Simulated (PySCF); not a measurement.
Species: C₂H₈Ge₂.
Bonds: C1–C2 (double), C2–Ge3, Ge3–Ge4. Hydrogens: H5, H6 on C1; H7 on C2; H8, H9 on Ge3; H10, H11, H12 on Ge4.

Method: PBE0-D3(BJ)/def2-SVP geometry optimisation, gas phase (PySCF); density fitting, grid level 1; the optimiser is geomeTRIC in internal coordinates, started from a GFN2-xTB structure.

Step 0: E = -115207.4453 eV
```
atom  x, y, z in Å  |  force x, y, z in eV/Å
C1      1.7271   -1.1079    0.1893   -0.092  -0.263  -0.098
C2      1.5830    0.1537    0.5587   -0.641   0.436  -0.010
Ge3    -0.1145    1.1159    0.4771    0.674  -0.159   0.107
Ge4    -1.8770   -0.1442   -0.5036   -0.011  -0.074  -0.021
H5      2.6712   -1.6301    0.2415    0.527  -0.239   0.051
H6      0.8910   -1.6812   -0.1881   -0.366  -0.337  -0.208
H7      2.4414    0.6983    0.9326    0.383   0.292   0.182
H8      0.1211    2.4185   -0.2525    0.042   0.448  -0.465
H9     -0.4636    1.5674    1.8762   -0.258   0.047   0.600
H10    -1.4269   -1.0951   -1.5736    0.458  -0.437  -0.532
H11    -2.9203    0.7002   -1.1692   -0.455   0.666  -0.284
H12    -2.6312   -0.9962    0.4738   -0.261  -0.382   0.677
```

**Question.** Estimate the geometry and energy of step 1. (The exact step hangs on the optimiser's Hessian estimate; all steps are aligned on step 0, rigid shifts and turns removed.)

**Answer.** E = -115207.5780 eV, largest force 0.262 eV/Å
```
atom  x, y, z in Å  |  force x, y, z in eV/Å
C1      1.7077   -1.1259    0.1853    0.013  -0.066  -0.016
C2      1.5602    0.1462    0.5607    0.086   0.100   0.040
Ge3    -0.1022    1.1518    0.4854   -0.047   0.183   0.076
Ge4    -1.8885   -0.1623   -0.5155   -0.193  -0.111  -0.099
H5      2.6757   -1.6387    0.2490   -0.046   0.021   0.006
H6      0.8749   -1.7217   -0.2068    0.012   0.011  -0.005
H7      2.4383    0.6876    0.9431   -0.052  -0.050  -0.023
H8      0.1280    2.4610   -0.3266   -0.038  -0.202   0.095
H9     -0.4964    1.5865    1.9286    0.027  -0.064  -0.215
H10    -1.3423   -1.0991   -1.6331   -0.072   0.169   0.187
H11    -2.9600    0.7650   -1.1569    0.181  -0.134   0.121
H12    -2.5942   -1.0511    0.5491    0.131   0.144  -0.167
```

The energy changes by -0.1327 eV. The first-order estimate −F·Δx gives -0.3360 eV and the mean of the old and new forces, exact on a quadratic surface, -0.1345 eV. The step makes an angle of 45° with the force vector and moves no atom by more than 0.103 Å.

What follows is the cost of the whole optimisation. Rough CPU time on one thread of a shared machine: about 4 min.
